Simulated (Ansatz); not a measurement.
Ca2Se3, relaxed as a singlet with RKS PBE-D4/def2-SVP in Ansatz, starting from the GFN2-xTB geometry. Force threshold 0.02 eV/Å.

The structure comes from a short search, and lower isomers may exist.

Start:

Cartesian coordinates in Å:
```
Ca 1.5863 -1.3269 -0.1677
Ca -1.9361 1.2367 1.4663
Se 0.2725 -0.2062 1.8953
Se -2.7784 0.9704 -0.9094
Se 2.8556 -0.6740 -2.2845
```

Q: Estimate the energy that the relaxation releases and the steps that it takes.

A: 91.3 kcal/mol, in 28 steps; 48 s on 4 threads of AMD EPYC 7B13 on a shared host. No frequencies were taken in this run, so the end may be a saddle point.

Q: Does the start keep its bonding and symmetry?

A: Bonds formed: Ca1–Se4, Ca2–Se5, Se3–Se4 (atoms count from 1). Metal–metal contacts that move far: Ca1–Ca2 4.65 to 3.29 Å. The end is the same structure that another start reached, the lowest one found.

Q: Predict the relaxed structure.

A: 
Cartesian coordinates in Å:
```
Ca 0.482 -1.463 -0.684
Ca 0.117 1.654 0.302
Se -0.602 -0.643 1.810
Se -1.999 -0.185 -0.155
Se 2.001 0.637 -1.274
```
Bond lengths (bridged metal pairs left out): 6 × Ca–Se 2.66 to 2.84 Å; 1 × Se–Se 2.45 Å.
